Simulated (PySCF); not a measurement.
Atom-mapped SMILES (the numbers label the heavy atoms): `[CH3:1][C:2](=[O:3])[c:4]1[cH:5][cH:6][c:7]([C:8](=[O:9])[Cl:10])[o:11]1` (H(Xn): hydrogen on atom n).

Averaged over atoms made equivalent by symmetry, fast rotation or ring inversion, a single conformation, no relativistic terms, in vacuum. σ from GIAO-PBE0/pcSseg-1; geometry: GFN2-xTB; PySCF.

Shifts are taken against calculated references (same method and geometry level): TMS for ¹³C, ¹H; ¹⁷O vs H2O; HCl for ³⁵Cl.

| atoms | nucleus | count | Hirshfeld charge | δ (ppm) |
| --- | --- | --- | --- | --- |
| C1 | ¹³C | 1 | -0.13 | ? |
| C2 | ¹³C | 1 | 0.16 | 191.3 |
| C8 | ¹³C | 1 | 0.16 | ? |
| C5 | ¹³C | 1 | -0.05 | ? |
| H(C5) | ¹H | 1 | 0.07 | 7.66 |
| H(C6) | ¹H | 1 | 0.08 | 7.75 |
| C6 | ¹³C | 1 | -0.04 | 130.5 |
| C4 | ¹³C | 1 | 0.06 | 162.5 |
| H(C1) | ¹H | 3 | 0.06 | 2.69 |
| O9 | ¹⁷O | 1 | -0.20 | ? |
| Cl10 | ³⁵Cl | 1 | -0.06 | 432 |
| O11 | ¹⁷O | 1 | -0.03 | 311.5 |
| O3 | ¹⁷O | 1 | -0.23 | 649.1 |
| C7 | ¹³C | 1 | 0.04 | 150.9 |

Complete the table.

Results:


- C8: 164.7 ppm, carbonyl carbon
- C5: 125.2 ppm, aromatic CH
- C1: 29.5 ppm, methyl carbon α to a carbonyl; the adjacent C=O deshields it moderately
- O9: 552.7 ppm, carbonyl oxygen

Carbons that carry Cl, above all several Cl atoms, come out too deshielded, partly because spin–orbit coupling is missing. Shifts are as computed. Against solution values, carbons near 30 ppm lie about +3 ppm off and those near 130 ppm about +5 ppm; carbons on Cl a further +6 ppm. Of 1211 compounds with measured shifts, 218 miss one by over three times the rms of a fit or turn the order of signals round; such compounds aren't used in these exercises. Unscaled 17O shifts of doubly bonded oxygen tend to come out too high, by tens of ppm or more. Experimental scales use liquid or dissolved standards, which lie at an offset from isolated H2O (liquid H2O: subtract about 36 ppm).
